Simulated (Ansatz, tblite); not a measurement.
Cost and result up the ladder for ReO3Br (ReBrO₃) (5 atoms). Charge 0, multiplicity 1. Geometry: PBE0-D4/def2-SVP.

```xyz
5

Re    0.0169    0.1222   -0.0532
O     0.1918   -0.0025   -1.7308
O    -1.3273    1.0883    0.2941
O     1.4015    0.8437    0.5969
Br   -0.2830   -2.0517    0.8930
```

Ansatz on 4 threads of Arm Neoverse V2 on a shared host; xTB runs through tblite on one thread. Times are rough, summed over both states, and most runs start from the orbitals of an earlier one. PBE0-D4/def2-TZVP serves as the yardstick here, not as an exact answer. The other state is a triplet.

In the def2 sets Re takes a core potential; there is no spin–orbit coupling. The xTB rows come from tblite. HOMO above LUMO, or a gap near zero within one spin, warns that the state may not be the lowest or that an electron is smeared out.

xTB has no spin-polarisation term.

```json
{"level": "GFN2-xTB", "functions": "30", "wall time": "0.008 s", "vertical triplet (eV)": "3.03", "difference from PBE0-D4/def2-TZVP (eV)": "-1.02", "remarks": "–"}
{"level": "GFN1-xTB", "functions": "30", "wall time": "0.009 s", "vertical triplet (eV)": "3.52", "difference from PBE0-D4/def2-TZVP (eV)": "-0.54", "remarks": "–"}
{"level": "PBE-D4/def2-TZVP (with forces)", "functions": "181", "wall time": "12 s", "vertical triplet (eV)": "4.21", "difference from PBE0-D4/def2-TZVP (eV)": "0.16", "remarks": "gap within one spin near zero (triplet)"}
{"level": "PBE0-D4/def2-TZVP", "functions": "181", "wall time": "18 s", "vertical triplet (eV)": "4.05", "difference from PBE0-D4/def2-TZVP (eV)": "0.00", "remarks": "–"}
```
